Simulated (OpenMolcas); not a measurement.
5d⁶ along the 74-electron sequence

```
Program             : OpenMolcas 26.06
Method              : CASSCF
Basis               : ANO-RCC-VTZP
Scalar Hamiltonian  : DKH2, point nucleus
Spin-orbit coupling : state interaction with AMFI integrals over the reference wave functions, term energies averaged over their components
```

Active space for each ion: 6 electrons in 10 orbitals (5d 6d).

Computed levels in cm-1 above ⁵D₄:

```tsv
Level	Ir3+	Pt4+	Au5+
⁵D₃	5804	7433	9558
⁵D₁	8833	10942	13519
⁵D₀	9291	11340	13679
³H₆	20883	23503	26347
³H₅	20981	23533	26281
³F₂(1)	25874	29132	32631
¹S₀	30299	34400	38941
³G₅	31516	36457	42143
³G₄	32069	36546	41436
weight of ⁵D in the lowest level (%)	86	83	78
```

Mixed levels, with the weight of the term that names them: Ir3+ ³H₅ (57 %), Ir3+ ¹S₀ (56 %), Ir3+ ³G₅ (57 %), Ir3+ ³G₄ (65 %), Pt4+ ³H₅ (54 %), Pt4+ ³F₂(1) (72 %), Pt4+ ¹S₀ (58 %), Pt4+ ³G₅ (54 %), Pt4+ ³G₄ (62 %), Au5+ ⁵D₀ (74 %), Au5+ ³H₅ (52 %), Au5+ ³F₂(1) (66 %), Au5+ ¹S₀ (59 %), Au5+ ³G₅ (52 %), Au5+ ³G₄ (57 %).

The fine-structure level ⁵D₀ changes by a factor of 1.47 from Ir3+ to Au5+. Its fourth root runs 9.82, 10.32, 10.81, with steps per unit of Z of 0.50, 0.50; equal steps would mean a (Z - σ)^4 law with constant σ.

³H₆ changes by a factor of 1.26 over the same range, with steps per unit of Z of +2620, +2840 cm-1.

Without dynamic correlation excited terms often stand tens of per cent too high (terms of higher spin than the ground term too low), and those without a measured partner can miss by more than the paired ones. Active for correlation alone: 6d; no level in the range computed is led by a configuration that fills it, so any true level of that kind is missing. Only configurations of the active space appear.

A number in round brackets counts repeated terms of one configuration in the order of the reference energies.
